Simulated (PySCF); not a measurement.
Hf(OH)3 (H₃HfO₃), SMILES [OH][Hf+]([OH])[OH], charge +1, multiplicity 1. Geometry: PBE-D3(BJ)/def2-SVP. The spin state was assumed, not searched. The isomer is the one that the SMILES or the coordinates give; other isomers of the formula were not compared. The def2 effective core potentials stand for the cores of Hf; spin–orbit coupling is left out. Other conformers were not sampled.

Computed equilibrium geometry at PBE-D3(BJ)/def2-SVP (PySCF confirms it by a frequency run) as bond lengths and angles, and its point group (one conformer of several):
point group C3v.
Atoms: Hf1 O2 H3 O4 H5 O6 H7. Bonded distances (Å): Hf1–O2 1.885, Hf1–O4 1.885, Hf1–O6 1.885, O2–H3 0.973, O4–H5 0.973, O6–H7 0.973. Bond angles (°): O2–Hf1–O4 109.0, O2–Hf1–O6 109.0, O4–Hf1–O6 109.0, Hf1–O2–H3 163.6, Hf1–O4–H5 163.6, Hf1–O6–H7 163.6.
Charge +1, spin multiplicity 1.
